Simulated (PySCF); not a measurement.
Compound: C7H15 (doublet state).
Z-matrix (Å and degrees, GFN2-xTB geometry), rows numbered from 1:
```
C 
C   1  1.4704
C   2  1.5503  1  111.04
C   3  1.5388  2  115.55  1  -179.96
C   4  1.5301  3  111.09  2   -61.07
C   4  1.5302  3  111.09  2    61.18
C   4  1.5336  3  107.45  2  -179.94
H   1  1.0730  2  120.53  3    84.22
H   1  1.0730  2  120.52  3   -84.44
H   2  1.0917  1  109.93  3  -119.86
H   2  1.0916  1  109.94  3   119.87
H   3  1.0924  2  107.99  1    58.04
H   3  1.0924  2  107.98  1   -57.98
H   5  1.0870  4  111.15  3    66.91
H   5  1.0880  4  110.10  3  -173.53
H   5  1.0880  4  110.64  3   -53.85
H   6  1.0881  4  110.65  3    53.75
H   6  1.0870  4  111.15  3   -67.05
H   6  1.0880  4  110.09  3   173.47
H   7  1.0878  4  110.72  3    60.07
H   7  1.0877  4  110.50  3  -179.99
H   7  1.0877  4  110.70  3   -60.08
```

The hyperfine couplings belong to this conformer and change with its torsions.

As a line formula: `[CH2]CCC(C)(C)C` [radical].

Theory: PySCF, UKS B3LYP, pcH-1 on C H, non-relativistic, mean-field spin-orbit, GIAO. Geometry: GFN2-xTB, one conformer, isolated molecule. A GFN2-xTB geometry isn't a minimum of the functional, and hyperfine couplings can be far from their values at a DFT geometry. Stability of the SCF solution: not tested.

The largest Mulliken spin populations are on C1 (+1.09) and C2 (-0.09). C1 is the only atom above +0.15. The angles at C1 add up to 359.1°, so it is planar; its axial dipolar tensor and the negative couplings of its protons fit spin in a p orbital normal to that plane.

Question: McConnell's relation a(H) = Q·ρ ties the coupling of a proton on a planar π carbon to the spin population of that carbon. What Q do the computed values give?

Answer: 
```
 H   C    ρ(C)  a(H) (G)  a/ρ (G)
H8  C1  +1.085    -22.12    -20.4
H9  C1  +1.085    -22.12    -20.4
```

These protons share one ρ (within 0.01), so their mean ratio, Q = -20.4 G, is no test of linearity. In every row coupling and population have opposite signs.

Question: How do the β-proton couplings of this frozen conformer go with θ, the angle between the C–H bond and the normal to the plane of the spin centre's three neighbours, both seen down the bond from centre to carbon?

Answer: 
```csv
β H,on,centre,θ (°),cos²θ,a (G)
H10,C2,C1,60,0.25,+12.73
H11,C2,C1,60,0.25,+12.57
```

Couplings in gauss use g_iso = 2.0026.
